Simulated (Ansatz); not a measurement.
Computed with Ansatz on PBE0-D4/def2-TZVP structures; ΔE is electronic, products minus reactants. CBS: MP2 limit from def2 TZ/QZ plus the TZ coupled-cluster correction, frozen cores. This one scheme is used for every species, atoms too. DFT in def2-TZVPP. No spin–orbit coupling; open shells (•) take unrestricted orbitals. Spin–orbit coupling would lower the free atoms: a little for S; clearly for Br; strongly for In. Elements past krypton have def2 core potentials. Bonds to Br, In are less sure, by a few kJ/mol each and by 10 to 20 or more in all where they break to atoms, as the def2 sets lack core-valence functions. Scalar relativity is left out up to krypton. One conformer a species, not always the lowest.

Consider the atomization: `[NH2][In]([SH])[Br]` → Br• + 3 H• + In• + N• + S•.

| level | ΔE (kcal/mol) |
| --- | --- |
| revPBE-D4 | 459.3 |
| r2SCAN0-D4 | 458.2 |

**Question.** What does CCSD(T)/CBS give? (An estimate is asked.)

**Answer.** The calculation gave: +473.4 kcal/mol. The listed levels differ from it by -14.1, -15.2 kcal/mol.

Largest T1 diagnostic among the species: 0.015.

From BLYP to BHLYP (50 % exact exchange), in def2-TZVPP and without D4, ΔE moves by −11.6 kcal/mol: exact exchange takes away binding that semilocal exchange gives to molecules. Leaving LDA and LC-ωPBE aside and taking each functional with its dispersion term where it has one, the values, not all of them listed here, spread over 27.4 kcal/mol, from BHLYP-D4 to PBE-D4. LDA lies +71.9 kcal/mol from PBE without D4, its usual overbinding.

For atomizations the MP2-based limit and the directly extrapolated one differ by several kJ/mol either way, and by 10 to 25 for some Ge, Se and Sn compounds, so smaller differences from it don't rank the levels.
